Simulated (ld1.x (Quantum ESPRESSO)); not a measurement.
## tellurium: excitation energies, all-electron against ultrasoft

Te (Z = 52), ultrasoft, made with ld1.x (Quantum ESPRESSO) 7.5 (PBE, non-relativistic). Core [Kr], reference 4d10 5s2 5p4. Waves: 5s (bound): rcut 1.75, rcutus 2.15 bohr; 5s channel at -0.4 Ry: rcut 1.75, rcutus 2.15 bohr; 5p (bound): rcut 1.50, rcutus 1.90 bohr; 5p channel at 0.15 Ry: rcut 1.50, rcutus 1.90 bohr; 4d (bound): rcut 0.70, rcutus 1.00 bohr; 4d channel at -1.2 Ry: rcut 0.70, rcutus 1.00 bohr. Local part: all-electron potential smoothed inside 1.70 bohr (lloc = -1). Core correction: Bessel-smoothed model core inside 0.95 bohr. Augmentation charge: PSQ, inside the norm-conserving radii.

Energies are relative to the spin-unpolarised reference configuration 4d10 5s2 5p4; without spin polarisation the order of configurations can differ from experiment.

```tsv
valence configuration	charge	ΔE all-electron (eV)	error AE − PS (meV)
4d10 5s2 5p3	+1	9.774	-2.2
4d10 5s2 5p2	+2	27.683	-17
4d10 5s2 5p4.3	-0.3	-1.490	0.0
4d9 5s2 5p5	0	40.366	-140
4d10 5s1 5p4	+1	18.294	-3.4
```

Problem. What are ΔE and the potential's error for 4d10 5s2 5p1?

Solution. ΔE = 54.480 eV all-electron; the error (AE − PS) is -65 meV.

Problem. What are ΔE and the potential's error for 4d10 5s2 5p0?

Solution. ΔE = 90.761 eV all-electron; the error (AE − PS) is -179 meV.

Levels in the configuration 4d10 5s2 5p0:

```tsv
level	all-electron (eV)	pseudo (eV)
4d	-86.294	-86.804
5s	-51.341	-51.380
```

Note: ghost state, extra bound levels that the all-electron valence spectrum of the same l lacks: s at -20.7 eV. A true bound ghost makes a file unfit for plane-wave use.
